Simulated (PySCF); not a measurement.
Record of a relaxation.

Species: (Cl)3Hf-NH-SiH3 (singlet state).
Bonds: Hf1–Cl2, Hf1–Cl3, Hf1–Cl4, Hf1–N5, N5–Si6. Hydrogens: H7 on N5; H8, H9, H10 on Si6.

Method: PBE0-D3(BJ)/def2-SVP geometry optimisation, gas phase, def2 core potentials past Kr in PySCF; density fitting, grid level 1; the optimiser is geomeTRIC in internal coordinates, started from a GFN2-xTB structure with every atom displaced at random (about 0.03 Å). The frame can shift and turn from step to step; on so coarse a grid that alone can change the energy by a few meV, and forces under 0.02 eV/Å are noise.

Step 0: E = -48282.2547 eV, largest atomic force 3.728 eV/Å
```
atom  x, y, z in Å  |  force x, y, z in eV/Å
Hf1     0.246    1.400   -0.157   -1.441   2.393   0.269
Cl2    -0.965    1.874    1.742   -0.393  -0.182   0.853
Cl3     1.535    3.246   -0.370    1.483   1.067  -0.140
Cl4    -1.220    1.860   -1.834   -0.952  -0.053  -1.151
N5      0.871   -0.406   -0.177    3.180  -1.944   0.099
Si6    -0.315   -1.598    0.161    0.057  -1.476   0.954
H7      1.876   -0.709   -0.153   -1.194   0.141  -0.092
H8     -0.088   -2.704   -0.794   -0.289  -0.298  -0.117
H9     -0.205   -2.125    1.594   -0.119   0.181  -0.579
H10    -1.610   -0.916   -0.008   -0.332   0.171  -0.094
```

Step 1: E = -48282.7988 eV, largest atomic force 1.202 eV/Å
```
atom  x, y, z in Å  |  force x, y, z in eV/Å
Hf1     0.183    1.495   -0.160   -0.117   0.038  -0.203
Cl2    -1.066    1.818    1.807    0.227  -0.080  -0.104
Cl3     1.734    3.253   -0.381    0.045  -0.300   0.127
Cl4    -1.379    1.799   -1.895    0.138  -0.174   0.022
N5      0.941   -0.403   -0.178   -0.282   1.144   0.234
Si6    -0.298   -1.592    0.171    0.538  -0.634   0.111
H7      1.917   -0.706   -0.153   -0.169  -0.022  -0.052
H8     -0.098   -2.731   -0.772   -0.290  -0.073  -0.020
H9     -0.200   -2.107    1.574   -0.102   0.020  -0.043
H10    -1.608   -0.903   -0.010    0.011   0.081  -0.073
```

Step 2: E = -48282.8966 eV, largest atomic force 0.565 eV/Å
```
atom  x, y, z in Å  |  force x, y, z in eV/Å
Hf1     0.166    1.530   -0.180   -0.155   0.149  -0.168
Cl2    -1.037    1.855    1.805    0.091  -0.023  -0.028
Cl3     1.824    3.187   -0.369   -0.009  -0.206   0.093
Cl4    -1.407    1.735   -1.921    0.129  -0.102   0.030
N5      0.907   -0.346   -0.153   -0.437   0.298   0.198
Si6    -0.285   -1.605    0.174    0.229  -0.124  -0.105
H7      1.879   -0.634   -0.126    0.226  -0.034  -0.045
H8     -0.108   -2.751   -0.770   -0.108   0.057  -0.011
H9     -0.212   -2.123    1.569    0.012   0.007   0.064
H10    -1.603   -0.925   -0.024    0.022  -0.023  -0.027
```

Step 3: E = -48282.9291 eV, largest atomic force 0.341 eV/Å
```
atom  x, y, z in Å  |  force x, y, z in eV/Å
Hf1     0.127    1.560   -0.196   -0.091   0.078  -0.018
Cl2    -1.040    1.891    1.803   -0.032   0.009   0.037
Cl3     1.886    3.101   -0.321    0.022   0.013  -0.031
Cl4    -1.426    1.654   -1.956    0.027   0.016  -0.039
N5      0.876   -0.292   -0.125   -0.041  -0.316   0.122
Si6    -0.269   -1.608    0.167    0.043   0.139  -0.025
H7      1.862   -0.556   -0.097   -0.001   0.084  -0.027
H8     -0.093   -2.742   -0.787    0.029   0.035  -0.042
H9     -0.201   -2.129    1.563    0.050  -0.002   0.005
H10    -1.599   -0.957   -0.046   -0.004  -0.056   0.016
```

Step 4: E = -48282.9381 eV, largest atomic force 0.254 eV/Å
```
atom  x, y, z in Å  |  force x, y, z in eV/Å
Hf1     0.103    1.569   -0.192   -0.050   0.050  -0.009
Cl2    -1.072    1.894    1.805   -0.025   0.018   0.018
Cl3     1.871    3.098   -0.329    0.016   0.016  -0.021
Cl4    -1.424    1.650   -1.974   -0.005   0.023  -0.037
N5      0.865   -0.278   -0.114   -0.007  -0.234   0.098
Si6    -0.252   -1.615    0.170   -0.005   0.086  -0.011
H7      1.856   -0.521   -0.091    0.013   0.069  -0.023
H8     -0.062   -2.735   -0.798    0.037   0.022  -0.033
H9     -0.166   -2.146    1.562    0.045  -0.007  -0.005
H10    -1.595   -0.992   -0.034   -0.017  -0.041   0.022
```

Step 5: E = -48282.9565 eV, largest atomic force 0.163 eV/Å
```
atom  x, y, z in Å  |  force x, y, z in eV/Å
Hf1     0.011    1.597   -0.183    0.079  -0.040  -0.042
Cl2    -1.187    1.927    1.804   -0.008   0.022  -0.030
Cl3     1.806    3.093   -0.363   -0.020   0.001   0.011
Cl4    -1.439    1.647   -2.032   -0.038   0.018   0.005
N5      0.822   -0.234   -0.074    0.047   0.098   0.036
Si6    -0.183   -1.647    0.183   -0.127  -0.102  -0.016
H7      1.831   -0.389   -0.071    0.001   0.008  -0.004
H8      0.066   -2.710   -0.835    0.044   0.004   0.008
H9     -0.021   -2.221    1.552    0.031  -0.008  -0.009
H10    -1.581   -1.141    0.024   -0.009  -0.002   0.042
```

Step 6: E = -48282.9594 eV, largest atomic force 0.152 eV/Å
```
atom  x, y, z in Å  |  force x, y, z in eV/Å
Hf1    -0.017    1.605   -0.191    0.080  -0.036  -0.042
Cl2    -1.223    1.956    1.788   -0.005   0.005  -0.036
Cl3     1.781    3.096   -0.378   -0.017   0.005   0.011
Cl4    -1.453    1.645   -2.053   -0.034   0.008   0.018
N5      0.804   -0.220   -0.060    0.022   0.129   0.021
Si6    -0.160   -1.662    0.193   -0.112  -0.102  -0.012
H7      1.817   -0.345   -0.064    0.007  -0.015   0.002
H8      0.115   -2.706   -0.839    0.033   0.003   0.010
H9      0.036   -2.246    1.554    0.028  -0.001  -0.007
H10    -1.575   -1.200    0.055   -0.002   0.004   0.034
```

Step 7: E = -48282.9613 eV, largest atomic force 0.087 eV/Å
```
atom  x, y, z in Å  |  force x, y, z in eV/Å
Hf1    -0.046    1.614   -0.213    0.044  -0.007  -0.034
Cl2    -1.267    1.997    1.749   -0.007  -0.019  -0.012
Cl3     1.745    3.112   -0.405   -0.001   0.013   0.007
Cl4    -1.483    1.634   -2.076   -0.024  -0.010   0.024
N5      0.781   -0.204   -0.045   -0.008   0.086  -0.002
Si6    -0.132   -1.682    0.211   -0.040  -0.033   0.004
H7      1.798   -0.300   -0.055    0.006  -0.033   0.008
H8      0.180   -2.705   -0.831    0.003   0.000   0.001
H9      0.115   -2.268    1.562    0.021   0.003  -0.003
H10    -1.566   -1.276    0.106    0.006  -0.001   0.007
```

Step 8: E = -48282.9613 eV, largest atomic force 0.032 eV/Å
```
atom  x, y, z in Å  |  force x, y, z in eV/Å
Hf1    -0.052    1.616   -0.225    0.014   0.014  -0.017
Cl2    -1.278    2.001    1.732   -0.004  -0.020   0.001
Cl3     1.726    3.130   -0.414    0.000   0.011   0.004
Cl4    -1.507    1.621   -2.073   -0.015  -0.014   0.022
N5      0.778   -0.198   -0.044   -0.009   0.027  -0.014
Si6    -0.122   -1.686    0.217    0.002   0.013   0.014
H7      1.795   -0.293   -0.055    0.002  -0.024   0.006
H8      0.200   -2.705   -0.825   -0.010  -0.001  -0.007
H9      0.145   -2.267    1.567    0.015   0.000  -0.003
H10    -1.561   -1.296    0.125    0.005  -0.007  -0.007
```

Step 9: E = -48282.9615 eV, largest atomic force 0.027 eV/Å
```
atom  x, y, z in Å  |  force x, y, z in eV/Å
Hf1    -0.052    1.617   -0.225    0.010   0.012  -0.009
Cl2    -1.278    1.991    1.732   -0.003  -0.008   0.006
Cl3     1.719    3.141   -0.414   -0.004   0.008   0.006
Cl4    -1.519    1.613   -2.063   -0.013  -0.010   0.018
N5      0.781   -0.196   -0.047    0.002  -0.004  -0.017
Si6    -0.119   -1.685    0.216    0.007   0.024   0.012
H7      1.797   -0.295   -0.058   -0.004  -0.010   0.003
H8      0.202   -2.704   -0.827   -0.009   0.000  -0.009
H9      0.153   -2.264    1.565    0.012  -0.003  -0.003
H10    -1.558   -1.295    0.127    0.002  -0.009  -0.007
```

Step 10: E = -48282.9616 eV, largest atomic force 0.021 eV/Å
```
atom  x, y, z in Å  |  force x, y, z in eV/Å
Hf1    -0.052    1.618   -0.224    0.013   0.002  -0.003
Cl2    -1.278    1.985    1.735   -0.002  -0.002   0.005
Cl3     1.715    3.146   -0.412   -0.007   0.006   0.006
Cl4    -1.525    1.608   -2.057   -0.013  -0.007   0.015
N5      0.782   -0.195   -0.049    0.001  -0.002  -0.018
Si6    -0.117   -1.684    0.214    0.004   0.018   0.009
H7      1.798   -0.296   -0.061   -0.001  -0.005   0.002
H8      0.202   -2.702   -0.830   -0.007   0.001  -0.008
H9      0.157   -2.264    1.562    0.011  -0.004  -0.004
H10    -1.557   -1.295    0.126    0.001  -0.007  -0.005
```

**Question.** Summarise the path.

**Answer.** The energy falls by 16.30 kcal/mol from step 0 to step 10; nine tenths of that is first reached at step 2. It falls at every step. The largest force goes from 3.728 to 0.021 eV/Å. Among the bonds Hf1–N5 changes most, from 1.911 to 2.003 Å; the atoms move by 0.273 Å rms after alignment.

**Question.** Follow the three bonds and two angles with the largest change from start to end.

**Answer.** 
| step | E above end (kcal/mol) | largest force (eV/Å) | Hf1–N5 (Å) | Hf1–Cl3 (Å) | Hf1–Cl4 (Å) | Cl3–Hf1–N5 (°) | Cl3–Hf1–Cl4 (°) |
| --- | --- | --- | --- | --- | --- | --- | --- |
| 0 | 16.30 | 3.728 | 1.911 | 2.261 | 2.274 | 125.7 | 97.6 |
| 1 | 3.75 | 1.202 | 2.044 | 2.354 | 2.354 | 116.6 | 105.7 |
| 2 | 1.50 | 0.565 | 2.017 | 2.352 | 2.355 | 113.4 | 110.5 |
| 3 | 0.75 | 0.341 | 1.999 | 2.342 | 2.349 | 109.3 | 115.5 |
| 4 | 0.54 | 0.254 | 2.000 | 2.342 | 2.348 | 108.5 | 115.1 |
| 5 | 0.12 | 0.163 | 2.005 | 2.344 | 2.350 | 106.1 | 113.5 |
| 6 | 0.05 | 0.152 | 2.005 | 2.343 | 2.351 | 105.7 | 113.2 |
| 7 | 0.01 | 0.087 | 2.004 | 2.343 | 2.352 | 105.7 | 113.4 |
| 8 | 0.01 | 0.032 | 2.003 | 2.343 | 2.352 | 106.2 | 113.9 |
| 9 | 0.00 | 0.027 | 2.003 | 2.344 | 2.352 | 106.4 | 114.2 |
| 10 | 0.00 | 0.021 | 2.003 | 2.344 | 2.351 | 106.4 | 114.3 |

The cost below is that of the whole optimisation. Hardware: one thread, AMD EPYC 9R45 (x86_64), no GPU (shared host). Cost: 70 s, 0.54 GiB resident at most.
